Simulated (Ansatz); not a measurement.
Reaction (substitution at a C–C bond): `OC#CC[SiH3]` + `C=CS` → `C=CSC#CO` + `C[SiH3]`

Computed with Ansatz on PBE0-D4/def2-TZVP structures; ΔE is electronic, products minus reactants. CBS: MP2 limit from def2 TZ/QZ plus the TZ coupled-cluster correction, frozen cores. This one scheme is used for every species. Each species was taken in one conformer, which may not be the lowest.

```
      species  CCSD(T)/CBS(def2) energy (Eh)
`OC#CC[SiH3]`                     -481.92830
       `C=CS`                     -476.25541
   `C=CSC#CO`                     -627.44379
    `C[SiH3]`                     -330.73916
```

Task: Work out ΔE.

Result: ΔE = (-627.44379) + (-330.73916) − (-481.92830) − (-476.25541) = 0.00076 Eh = +2.0 kJ/mol.

Largest T1 diagnostic among the species: 0.014.

From PBE to PBE0 (25 % exact exchange), in def2-TZVPP and without D4, ΔE moves by +5.2 kJ/mol. In def2-TZVPP, CCSD(T) changes the Hartree–Fock value by −6.9 kJ/mol (the triples alone add −3.4 kJ/mol) and MP2 by −10.6 kJ/mol.
